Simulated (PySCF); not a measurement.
PySCF 2.14 output of an unrestricted TPSS calculation on a single atom or ion in cc-pVTZ-PP with ECP28MDF (5s5p4d2f1g, 63 functions), with scalar relativity through the core potential:

```
SCF conv_tol = 1e-09
number electrons alpha = 7  beta = 5
    J. Tao, J. P. Perdew, V. N. Staroverov, and G. E. Scuseria.,  Phys. Rev. Lett. 91, 146401 (2003)
    J. P. Perdew, J. Tao, V. N. Staroverov, and G. E. Scuseria.,  J. Chem. Phys. 120, 6898 (2004)
    J. Tao, J. P. Perdew, V. N. Staroverov, and G. E. Scuseria.,  Phys. Rev. Lett. 91, 146401 (2003)
    J. P. Perdew, J. Tao, V. N. Staroverov, and G. E. Scuseria.,  J. Chem. Phys. 120, 6898 (2004)
cycle= 1 E= -46.7400062409  delta_E= -0.00662  |g|= 0.0107  |ddm|= 0.289
cycle= 2 E= -46.7401104557608  delta_E= -0.000104  |g|= 0.00753  |ddm|= 0.0521
cycle= 3 E= -46.7401418686356  delta_E= -3.14e-05  |g|= 0.00111  |ddm|= 0.0237
cycle= 4 E= -46.74014298853  delta_E= -1.12e-06  |g|= 2.65e-05  |ddm|= 0.00389
cycle= 5 E= -46.7401429891608  delta_E= -6.31e-10  |g|= 3.79e-06  |ddm|= 0.000161
converged SCF energy = -46.7401429891608  <S^2> = 2.0047628  2S+1 = 3.0031735
```

The run itself started from symmetry-adapted Hartree-Fock orbitals and held the occupation by maximum overlap, on a logarithmic radial grid, so the iterations belong to that start.

Q: Which element, charge and spin multiplicity is this?

A: Zr (zirconium, neutral), multiplicity 3; the state was [Kr] 4d2 5s2, high-spin 3F determinant.

Energies and moments cover only the electrons outside the core potential.
